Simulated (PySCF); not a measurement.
# `C[S@](=O)c1ccc(Cl)cc1`, C7H7ClOS

Geometry:
| atom | x (Å) | y (Å) | z (Å) |
| --- | --- | --- | --- |
| C1 | -2.341 | -0.430 | -0.495 |
| S2 | -1.244 | -0.218 | 0.939 |
| O3 | -1.647 | 1.085 | 1.568 |
| C4 | 0.258 | 0.117 | -0.011 |
| C5 | 0.978 | -0.905 | -0.628 |
| C6 | 2.150 | -0.598 | -1.312 |
| C7 | 2.593 | 0.726 | -1.349 |
| Cl8 | 4.054 | 1.106 | -2.193 |
| C9 | 1.883 | 1.743 | -0.710 |
| C10 | 0.708 | 1.432 | -0.031 |
| H11 | -2.317 | 0.504 | -1.074 |
| H12 | -3.348 | -0.602 | -0.090 |
| H13 | -2.019 | -1.287 | -1.103 |
| H14 | 0.633 | -1.942 | -0.579 |
| H15 | 2.730 | -1.377 | -1.809 |
| H16 | 2.258 | 2.767 | -0.745 |
| H17 | 0.121 | 2.188 | 0.498 |

Computed, not measured: quadratic response CAM-B3LYP/aug-cc-pVDZ first hyperpolarisability, Taylor convention, gas phase (PySCF). Geometry: PBE0-D3(BJ)/def2-SVP.

(1) Give the tensor of the static β(0;0,0) in the axes of these coordinates.

Answers

(1) In au, Taylor convention; rows are the first index (the induced dipole):
```csv
,xx,yy,zz,xy,xz,yz
x,+136.8,+4.2,+45.2,+59.1,+3.0,-17.3
y,+59.1,+80.4,+46.7,+4.2,-17.3,+14.2
z,+3.0,+14.2,+43.8,-17.3,+45.2,+46.7
```
Norm of βᵢ = ⅓ Σⱼ (βᵢⱼⱼ + βⱼᵢⱼ + βⱼⱼᵢ): 270.2 au, hyper-Rayleigh value 102.9 au.
